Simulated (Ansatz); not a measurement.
The same path of GeH4O2 (7 atoms, charge 0, multiplicity 1) was run 3 times with different band settings. Lost on the way: Ge1–H4. Made: O2–H4.

All numbers below come from RKS PBE/def2-SVP (Ansatz 0.2.0).

Relaxed end points:

```xyz
7
Properties=species:S:1:pos:R:3
Ge 0.230 -0.017 0.114
O 0.631 -0.103 1.866
H -0.149 0.118 2.409
H 1.595 -0.287 -0.564
H -0.463 1.315 -0.264
O -1.006 -1.248 -0.329
H -0.657 -2.149 -0.195
```

```xyz
7
Properties=species:S:1:pos:R:3
Ge 0.116 0.171 -0.769
O 0.939 0.101 1.353
H 0.441 -0.771 1.286
H 1.879 -0.155 1.267
H -1.142 1.076 -0.267
O -0.565 -1.454 -0.066
H -1.487 -1.338 0.232
```

Common settings: movable images 5; climbing image yes; optimiser quadratic models (default); start path through a guess of the saddle point; force threshold 0.03 eV/Å; iteration limit 60; end points relaxed.

| run | spring |
| --- | --- |
| 1 | 5.0 eV/Å² |
| 2 | 2.0 to 10.0 eV/Å², energy-weighted |
| 3 | 0.5 eV/Å² |

Task: What does each run give, and how far can it be trusted?

Result: Run 1: converged after 14 iterations, highest image 2.159 eV above the first end. Neighbouring images differ by up to 2.0 eV, so the band resolves the path poorly. A vibrational analysis at the climbing image gives one clearly imaginary mode, 1162i cm⁻¹: a first-order saddle point.
Run 2: converged after 15 iterations, highest image 2.159 eV above the first end. Neighbouring images differ by up to 1.3 eV, so the band resolves the path poorly. Another band between the same ends (5 images) ends at a top of the same energy, where a vibrational analysis finds 1 clearly imaginary mode.
Run 3: converged after 18 iterations, highest image 2.159 eV above the first end. Neighbouring images differ by up to 2.1 eV, so the band resolves the path poorly. Another band between the same ends (5 images) ends at a top of the same energy, where a vibrational analysis finds 1 clearly imaginary mode.
The orbitals stay closed-shell, which can raise the energy where a bond breaks towards radicals; this wasn't checked here.
